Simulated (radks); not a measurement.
Values are calculated unless marked as measured or tabulated.
Task: The mean radii <r> (bohr) of the occupied orbitals of an atom or ion are listed with their occupations. Level of theory: scalar-relativistic Kohn-Sham, r2SCAN, spin-polarised, spherical densities, finite nucleus; meta-GGA in the generalised Kohn-Sham scheme; Fermi nuclear charge, rms radius of each element as measured or else 0.836 A^(1/3) + 0.57 fm (a radial shooting solver on a logarithmic mesh with Libxc functionals).

| orbital | occ. | <r> |
|---|---|---|
| 1s up | 1 | 0.09677 |
| 1s down | 1 | 0.09685 |
| 2s up | 1 | 0.4645 |
| 2p up | 3 | 0.4248 |
| 2p down | 3 | 0.4254 |
| 3s up | 1 | 1.369 |
| 3s down | 1 | 1.370 |
| 4f up | 1 | 3.435 |

Name the element and its charge. Open shells, if any, are filled with parallel spins first.

Result: Z = 16, sulfur, charge +4: S4+ in [He] 2s1 2p6 3s2 4f1. The 1s radius gives Z: for a bare nucleus <r> = (2 gamma + 1)/(2Z) with gamma = sqrt(1 - (Z/c)^2), 0.09332 bohr for Z = 16, and screening makes it slightly larger (0.09677 here). The occupations add up to 12, and the charge is Z minus that.
